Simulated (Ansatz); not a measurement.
[SnF3]- (SnF₃⁻) was relaxed with PBE0-D4 (def2-TZVPD) in Ansatz in these states: charge -1 singlet, neutral doublet. The geometries follow in no particular order.

In the def2 sets Sn takes a core potential; there is no spin–orbit coupling.

A:

```
atom    x (Å)    y (Å)    z (Å)
 Sn1   0.1692   0.7071   0.2967
  F2  -0.6134  -0.7431   1.4275
  F3   1.5787  -0.4491  -0.5224
  F4  -1.1344   0.4851  -1.2019
```

B:

| atom | x (Å) | y (Å) | z (Å) |
| --- | --- | --- | --- |
| Sn1 | -0.5269 | 0.1648 | -0.0742 |
| F2 | 0.6703 | 1.6204 | 0.2334 |
| F3 | 0.1750 | -0.7788 | -1.5787 |
| F4 | -0.3184 | -1.0065 | 1.4195 |

Judge from the bond lengths which geometry belongs to which state (an estimate).

A is the charge -1 singlet (Sn1–F3 1.999 Å, Sn1–F4 1.999 Å, Sn1–F2 1.999 Å); B is the neutral doublet (Sn1–F3 1.910 Å, Sn1–F4 1.910 Å, Sn1–F2 1.910 Å).
